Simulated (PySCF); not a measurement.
C4H8OSi, SMILES CC1=C[C@H]([SiH3])O1.

Coordinates come from a B3LYP-D3(BJ)/def2-SVP optimisation. The structure was generated by enumeration; whether it is a known compound was not checked.

Two levels are set side by side: PBE/def2-TZVP (PySCF) and M06-2X/def2-TZVP (PySCF). Same geometry, gas phase. Differences are taken from unrounded values.

```json
[
 {"quantity": "orbital gap (eV)", "M06-2X": "9.05", "PBE": "4.85", "PBE minus M06-2X": "-4.20"},
 {"quantity": "highest occupied level (eV)", "M06-2X": "-7.69", "PBE": "-5.30", "PBE minus M06-2X": "2.40"},
 {"quantity": "lowest empty level (eV)", "M06-2X": "1.36", "PBE": "-0.45", "PBE minus M06-2X": "-1.81"},
 {"quantity": "dipole moment (D)", "M06-2X": "1.28", "PBE": "1.21", "PBE minus M06-2X": "-0.07"},
 {"quantity": "mean polarisability (bohr³)", "M06-2X": "76.1", "PBE": "80.0", "PBE minus M06-2X": "4.0"}
]
```

PBE's occupied levels lie high since its potential decays too fast outside the molecule; exact exchange lowers them and widens the gap. PBE's more diffuse valence density responds more strongly to a field. Differences between two approximate levels are no errors against the true value.

Rough cost on one machine, each run with all the roots and properties that it gave: M06-2X against PBE about 2 times.
